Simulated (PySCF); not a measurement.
Be(I)(SH) (BeHIS), SMILES [SH][Be][I].

Geometry: B3LYP-D3(BJ)/def2-TZVP. The def2 effective core potentials stand for the cores of I; spin–orbit coupling is left out. The values are those of a single conformer.

All values below come from PySCF with TDDFT-CAM-B3LYP/def2-SVPD.

Vertical excitations.  State labels are in the subgroup Cs.

| state | symmetry | energy (eV) | λ (nm) | f | main pairs |
|---|---|---|---|---|---|
| S1 | A" | 5.31 | 233 | 0.000 | HOMO→LUMO 91 % |
| S2 | A" | 5.93 | 209 | 0.002 | HOMO−2→LUMO 60 %, HOMO→LUMO+1 30 % |
| S3 | A' | 6.00 | 207 | 0.001 | HOMO−1→LUMO 62 %, HOMO→LUMO+2 30 % |
| S4 | A" | 6.03 | 205 | 0.003 | HOMO→LUMO+1 60 %, HOMO−2→LUMO 29 % |
| S5 | A" | 6.35 | 195 | 0.000 | HOMO−1→LUMO+2 96 % |
| S6 | A' | 6.49 | 191 | 0.092 | HOMO−1→LUMO+1 67 % |
| S7 | A' | 6.56 | 189 | 0.308 | HOMO→LUMO+2 46 %, HOMO−1→LUMO+1 18 %, HOMO−1→LUMO 13 %, HOMO−2→LUMO+2 9 % |
| S8 | A" | 6.62 | 187 | 0.108 | HOMO−2→LUMO+1 62 %, HOMO→LUMO+3 21 % |
| S9 | A' | 7.00 | 177 | 0.055 | HOMO−3→LUMO 53 %, HOMO−2→LUMO+2 28 % |
| S10 | A' | 7.22 | 172 | 0.003 | HOMO−2→LUMO+2 46 %, HOMO−3→LUMO 38 % |
| T1 | A" | 5.14 | 241 | 0 | HOMO→LUMO 82 % |
| T2 | A' | 5.47 | 227 | 0 | HOMO−1→LUMO 84 % |
| T3 | A' | 5.57 | 223 | 0 | HOMO→LUMO+2 76 % |
| T4 | A" | 5.66 | 219 | 0 | HOMO→LUMO+1 53 %, HOMO−2→LUMO 24 %, HOMO→LUMO 9 % |
Triplets are in the Tamm–Dancoff approximation, which puts them higher than full response would, so one can lie above its singlet here.
